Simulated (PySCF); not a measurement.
C₂H₈FNSi₂, SMILES C=C[Si@@H](F)N[SiH3]. The structure is a stationary point at PBE-D3(BJ)/def2-SVP. The structure was generated by enumeration; whether it is a known compound was not checked. One conformer was computed; it need not be the lowest.

Computed equilibrium geometry at PBE-D3(BJ)/def2-SVP (PySCF confirms it by a frequency run) as a Z-matrix (one conformer of several):
```
N
H 1 1.0250
Si 1 1.7359 2 114.93
F 3 1.6471 1 112.13 2 -99.45
Si 1 1.7618 2 115.69 3 -169.66
H 5 1.4998 1 107.99 2 161.76
H 3 1.4998 4 106.02 1 -116.92
H 5 1.5057 6 110.02 1 120.35
H 5 1.5082 6 108.84 8 117.56
C 3 1.8662 7 114.51 4 116.93
C 10 1.3487 3 122.97 7 96.47
H 11 1.1039 10 122.31 3 -179.22
H 11 1.1046 12 116.15 10 179.94
H 10 1.1061 11 118.50 12 -0.34
```
Charge 0, spin multiplicity 1.
